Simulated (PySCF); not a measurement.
From one molecule to another.

First species: C3HF3.
Geometry (PBE0-D3(BJ)/def2-TZVP, Å), atoms numbered from 1 in this order:
```
atom  x, y, z in Å
C1     1.748   -0.022   -0.021
C2     0.553   -0.008   -0.013
C3    -0.908    0.006   -0.001
F4    -1.407   -0.730   -0.997
F5    -1.386   -0.485    1.146
F6    -1.381    1.247   -0.138
H7     2.814   -0.035   -0.027
```

Second species: C7H4FNO.
SMILES: `O=C=Nc1ccccc1F`

Levels: B97-2/pcSseg-2 for dipole moment, HOMO energy, LUMO energy and HOMO–LUMO gap; PBE0-D3(BJ)/def2-TZVP for rotational constant A and rotational constant C. Geometries: PBE0-D3(BJ)/def2-TZVP. Each species is one conformer at its optimised geometry, gas phase, non-relativistic unless stated. Electronic properties by PySCF.

The conformers computed, where there is a choice (atom-mapped SMILES and torsion angles):
- `[O:1]=[C:2]=[N:3][c:4]1[cH:5][cH:6][cH:7][cH:8][c:9]1[F:10]`: C2–N3–C4–C5 180°

(1) Which of the two has the higher LUMO energy, and by how much?

(2) Which of the two has the higher rotational constant A, and by how much?

(3) Which has the higher rotational constant C?

(4) Which has the higher dipole moment?

(5) Which of the two has the higher HOMO energy, and by how much?

(6) Which of the two has the higher HOMO–LUMO gap, and by how much?

Answers

(1) The first: -0.38 eV against -0.98 eV, a difference of 0.60 eV.

(2) The first: 5.724 GHz against 3.231 GHz, a difference of 2.493 GHz.

(3) The first: 2.892 GHz against 0.742 GHz, a difference of 2.150 GHz.

(4) The second: 3.16 D against 2.34 D, a difference of 0.82 D.

(5) The second: -6.85 eV against -9.06 eV, a difference of 2.21 eV.

(6) The first: 8.68 eV against 5.87 eV, a difference of 2.81 eV.

On the first: A dipole of 2.34 D is allowed in C3v, and pure rotational transitions are dipole-allowed. In atomic units the dipole is 0.92 e·bohr (1 au = 2.5417 D). Geometry: PBE0-D3(BJ)/def2-TZVP; no solvent, vibrations or thermal averaging.

On the second: In atomic units the dipole is 1.24 e·bohr (1 au = 2.5417 D). Geometry: PBE0-D3(BJ)/def2-TZVP, one conformer, isolated molecule.
